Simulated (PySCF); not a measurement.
BHN, SMILES [N]=B (connectivity only; charge and spin as stated), charge -1, multiplicity 1. Geometry: PBE-D3(BJ)/def2-TZVPD. The spin state was assumed, not searched. The isomer is the one that the SMILES or the coordinates give; other isomers of the formula were not compared.

The numbers are results of PySCF 2.14.0 with PBE-D3(BJ)/def2-TZVPD, not measurements.

Harmonic wavenumbers (cm⁻¹): 625, 625, 1682, 2655. Rotational constants (GHz): 37.50 (linear); symmetry number 1.

Work out the zero-point energy and the ideal-gas rigid-rotor harmonic-oscillator thermochemistry at 298.15 K and 1 atm.

ZPE = ½ Σ hcν = ½ × 5586 cm⁻¹ = 7.99 kcal/mol. H − E(el) = 10.24 kcal/mol. Entropy in cal/(mol K): translation 35.68, rotation 12.14, vibration 0.82, total 48.65. G − E(el) = -4.26 kcal/mol. Cp = 8.96 cal/(mol K).
